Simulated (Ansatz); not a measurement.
Relaxation of AlH5O2S (9 atoms, charge 0, multiplicity 1), to a largest force component of 0.03 eV/Å in at most 50 steps.

All numbers below come from RKS B3LYP/6-31G* (Ansatz 0.2.0).

```xyz
9
Properties=species:S:1:pos:R:3
Al -0.030 0.593 -0.227
O -0.158 -0.206 2.626
H -1.064 -0.535 2.754
H 1.325 -0.078 -0.687
O -1.593 0.009 -0.612
H -1.708 -0.827 -1.081
S -0.082 2.600 0.791
H 1.263 2.693 0.892
H -0.263 0.778 2.643
```

Where does it end, and by what steps?

The run converged. After 15 steps the energy has fallen by 0.674 eV; H3 moved furthest, 0.72 Å. Joined: Al1–O2 (2.97 → 2.00 Å).

```
step  energy less start (eV)  largest force component (eV/Å)  accepted
   0                  0.0000                           0.704       yes
   1                 -0.1239                           1.215       yes
   2                 -0.3565                           1.209       yes
   3                 -0.5155                           0.754       yes
   4                 -0.5739                           0.410       yes
   5                 -0.6020                           0.623       yes
   6                 -0.6127                           1.157       yes
   7                 -0.6395                           0.696       yes
   8                 -0.6543                           0.220       yes
   9                 -0.6653                           0.137       yes
  10                 -0.6708                           0.119       yes
  11                 -0.6733                           0.177       yes
  12                 -0.6739                           0.089       yes
  13                 -0.6719                           0.214        no
  14                 -0.6744                           0.034       yes
  15                 -0.6745                           0.016       yes
```

```xyz
9
Properties=species:S:1:pos:R:3
Al 0.044 0.468 0.275
O -0.222 -0.179 2.153
H -1.094 -0.613 2.038
H 1.416 -0.105 -0.274
O -1.481 -0.306 -0.066
H -1.837 -0.403 -0.956
S -0.056 2.683 0.650
H 1.279 2.877 0.559
H -0.359 0.603 2.720
```

Whether the end is a true minimum wasn't checked by a vibrational analysis.

Time of the run: 50 s on 1 thread of AMD EPYC 7R43 64-Core Processor (Zen 3) (shared host), peak memory 0.17 GiB.
